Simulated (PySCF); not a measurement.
Species: C3H4F3N.
Numbering: `[CH3:1]/[N:2]=[CH:3]/[C:4]([F:5])([F:6])[F:7]` (hydrogens: H8, H9, H10 on C1; H11 on C3)

All values: B3LYP/def2-SVPD (PySCF, non-relativistic), on one gas-phase PBE0-D3(BJ)/def2-SVP geometry that isn't relaxed in the solvent. The solvent is an IEF-PCM continuum (cavity from Bondi-type radii × 1.2). The model holds no explicit solvent molecules, cavitation or dispersion.

Gas phase at B3LYP/def2-SVPD: HOMO -7.96 eV, LUMO -1.51 eV, dipole 3.14 D.

**Question.** What does the continuum do to the energy, the frontier levels and the dipole at B3LYP/def2-SVPD in chloroform and acetone?

**Answer.** 
| solvent | ε | E(solvent) − E(gas) (kcal/mol) | polarisation term (kcal/mol) | distortion of the solute (kcal/mol) | HOMO (eV) | LUMO (eV) | dipole (D) |
| --- | --- | --- | --- | --- | --- | --- | --- |
| chloroform | 4.711 | -3.15 | -3.59 | 0.44 | -7.83 | -1.34 | 3.69 |
| acetone | 20.49 | -4.29 | -5.13 | 0.84 | -7.82 | -1.30 | 3.88 |

Polarisation term: ½ Σ q·V over the induced surface charges. Distortion: the rise of the solute's own energy as its density leaves the gas-phase optimum. From chloroform to acetone the lowering changes by a factor 1.36, Onsager's factor (ε − 1)/(2ε + 1) by 1.30 and ε itself by 4.3.

**Question.** Which radius a makes the point-dipole formula ΔE = −[(ε − 1)/(2ε + 1)]·μ²/a³ give the value in acetone, with the gas-phase dipole?

**Answer.** μ = 1.235 au and |ΔE| = 0.00683 Eh give a = 2.49 Å; the farthest nucleus lies 2.71 Å from the centroid of the nuclei, so such a sphere wouldn't even hold the nuclei. The formula assumes a rigid point dipole at the centre of a sphere.

**Question.** How does the static polarisability (B3LYP/def2-SVPD, frozen core, with the continuum's full static response) change?

**Answer.** 
```
    medium  isotropic (au)  principal values (au)  ⟨r²⟩ of the electrons (bohr²)
       gas            50.0       39.6, 45.9, 64.4                          806.5
chloroform            59.2       46.9, 55.1, 75.5                          806.0
   acetone            62.8       50.2, 58.9, 79.3                          805.8
```

The isotropic value in acetone is 1.26 times the gas-phase one; no cavity-field correction is applied. ⟨r²⟩ is taken about the centre of nuclear charge.

The run took 15 s wall on Arm Neoverse V2, one thread, shared host with 48 logical CPUs at a one-minute load of 29, and the process peaked at 0.82 GiB of memory. This is the whole response run at B3LYP/def2-SVPD in acetone, SCF included.

Shape of the structure used: `[CH3:1]/[N:2]=[CH:3]/[C:4]([F:5])([F:6])[F:7]`: N2–C3–C4–F5 -128°.
